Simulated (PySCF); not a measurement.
Species: C8H9NO.
Numbering: `[O-:1][n+:2]1[cH:3][cH:4][cH:5][c:6]([CH:7]2[CH2:8][CH2:9]2)[cH:10]1` (hydrogens: H11 on C3; H12 on C4; H13 on C5; H14 on C7; H15, H16 on C8; H17, H18 on C9; H19 on C10)

The geometry is computed with GFN2-xTB (gas phase).

Task: List the bond lengths, angles and torsions at this level.

Result: 
```
          bond  length (pm)
         O1–N2        125.5
         N2–C3        135.3
         C3–C4        137.5
         C4–C5        138.4
         C5–C6        139.5
         C6–C7        147.5
  C7–C8, C7–C9        150.8
         C8–C9        149.0
        C6–C10        138.2
        N2–C10        135.2
        C3–H11        107.9
        C4–H12        107.9
        C5–H13        107.8
        C7–H14        108.3
C8–H15, C9–H17        107.9
C8–H16, C9–H18        107.9
       C10–H19        107.9
```

Bonds in one row agree within 1 pm and their mean is given. A selection of angles:
```
    angle  degrees
 O1–N2–C3    120.8
O1–N2–C10    120.4
C3–N2–C10    118.7
 N2–C3–C4    121.2
 C3–C4–C5    120.3
 C4–C5–C6    118.8
 C5–C6–C7    120.1
C5–C6–C10    118.2
C7–C6–C10    121.7
 C6–C7–C8    121.0
 C8–C7–C9     59.2
 C7–C8–C9     60.4
N2–C10–C6    122.7
```

Torsions: C5–C6–C7–C8 145° (anticlinal); C6–C7–C8–C9 110° (anticlinal); C6–C7–C9–C8 -110° (anticlinal).

The 6-membered ring N2–C3–C4–C5–C6–C10 has internal angles of 118.2° to 122.7° (sum 720°, against 720° for a flat polygon); it is planar, 0.00 Å rms from its mean plane, widest ring torsion 0°. N2 (N-oxide nitrogen) is planar (angles 120.8°, 120.4° and 118.7°, sum 360.0°, 0.00 Å off the plane of its three neighbours). The 3-membered ring C7–C8–C9 has internal angles of 59.2° to 60.4°. The C–C distances run from 1.375 Å (C3–C4, aromatic) to 1.508 Å (C7–C8, drawn single), a spread of 0.133 Å. Of the pairs four or more bonds apart, C10···H17 is among the closest relative to their van der Waals radii: 2.80 Å, 97 % of the sum of Bondi's values.

Point group: Cs (every atom within 0.08 Å of its image). GFN2-xTB frequencies: not computed here. One conformer, not necessarily the lowest.
